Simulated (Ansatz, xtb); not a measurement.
# Relative energy of two structures of Cl2F3HOW

Structure a is a singlet given by its coordinates and structure b is a singlet given by its coordinates. Both are isolated molecules in the gas phase, relaxed with PBE0-D4/def2-SVP.

a (Å):

```csv
atom,x (Å),y (Å),z (Å)
Cl,-1.9466,1.2702,0.2332
Cl,1.8742,-1.0009,-0.9700
F,-1.0547,-1.3571,-0.7864
F,-0.1997,0.7334,-2.0189
F,0.9858,1.6113,0.0901
O,0.1405,-0.5159,1.4199
W,-0.0282,0.1044,-0.2856
H,0.2287,-0.8455,2.3177
```

Close contacts (Å): Cl1–W7 2.30, Cl2–W7 2.30, F3–W7 1.85, F4–W7 1.85, F5–W7 1.85, O6–W7 1.82, O6–H8 0.96, W7–H8 2.78.

b (Å):

```xyz
8

Cl   -1.0323    0.9253    0.5348
Cl    1.8721   -0.0143    1.9882
F     0.8037   -1.0559   -0.5405
F    -1.4886   -1.8981    0.4509
F    -0.8125   -0.8929    2.7915
O     0.6176   -2.7307    1.5133
W     0.0179   -1.0229    1.1386
H     0.2986   -3.6361    1.4045
```

Close contacts (Å): Cl1–W7 2.29, Cl2–W7 2.28, F3–W7 1.85, F4–W7 1.87, F5–W7 1.85, O6–W7 1.85, O6–H8 0.97, W7–H8 2.64.

Energies in hartree; the thermal terms are from GFN2-xTB frequencies at re-optimised GFN2-xTB minima (ideal gas, soft modes damped towards free rotors, one conformer each, 298.15 K, 1 atm) and include the zero-point energy:

|  | a | b |
| --- | --- | --- |
| E, CCSD(T)/def2-SVP | −1360.160867 | −1360.157166 |
| E, MP2/def2-SVP | −1360.130498 | −1360.127545 |
| E, MP2/def2-TZVPP | −1361.447675 | −1361.446350 |
| zero-point energy | 0.019105 | 0.018999 |
| H(298 K) − E | 0.030826 | 0.030808 |
| G(298 K) − E | −0.017543 | −0.018351 |

Q: Correct the CCSD(T) difference for the basis set by the MP2 change, then work out ΔE, ΔE₀, ΔH and ΔG for a → b in kJ/mol (1 Eh = 2625.50 kJ/mol) and the equilibrium ratio [b]/[a].

A: 1. Differences b − a: CCSD(T) +0.003701, MP2 in the small set +0.002953, MP2 in the large set +0.001325 Eh.
2. ΔE = +0.003701 + (+0.001325 − (+0.002953)) = +0.002073 Eh = +5.44 kJ/mol.
3. ΔE₀ = ΔE + ΔZPE = +0.002073 + (−0.000106) Eh = +5.16 kJ/mol.
4. ΔH = ΔE + (−0.000018) Eh = +5.40 kJ/mol.
5. ΔG = ΔE + (−0.000808) Eh = +3.32 kJ/mol, so ΔS = (ΔH − ΔG)/T = +7.0 J/(mol K).
6. kT = 0.9442 mEh, so K = [b]/[a] = exp(−ΔG/kT) = exp(−1.34) ≈ 0.26.

The two are too close for this level to say which is favoured. An error of 4 kJ/mol in ΔG would change K by a factor of 5. Large T1 diagnostics make the coupled-cluster value less sure. Mirror images and further conformers aren't counted.

Other levels gave ΔE = +9.8 (PBE0-D4/def2-SVP); +16.6 (HF/def2-SVP); +7.8 (MP2/def2-SVP); +9.7 (CCSD(T)/def2-SVP) kJ/mol. The correlated steps freeze 14 core orbitals. Atoms past krypton carry core potentials in the def2 sets, without spin–orbit terms. Programs: Ansatz 0.2.0, xtb 6.7.1.
